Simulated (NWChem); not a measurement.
System: TeF3, doublet; SMILES [Te](F)(F)F

All runs: NWChem. Spin-unrestricted. This spin state was assumed; another may lie lower. No stability test was run on the SCF state. def2 effective core potentials on Te; no spin-orbit coupling. The level has its own optimisation; frequencies are unscaled.

Question: Estimate the computed values for BLYP/def2-SVP. Quantities: highest harmonic frequency (cm⁻¹); lowest (cm⁻¹); zero-point energy (kcal/mol).

Answer: The highest harmonic frequency (cm⁻¹) is 610 and the lowest (cm⁻¹) is 56. The zero-point energy (kcal/mol) is 3.1.
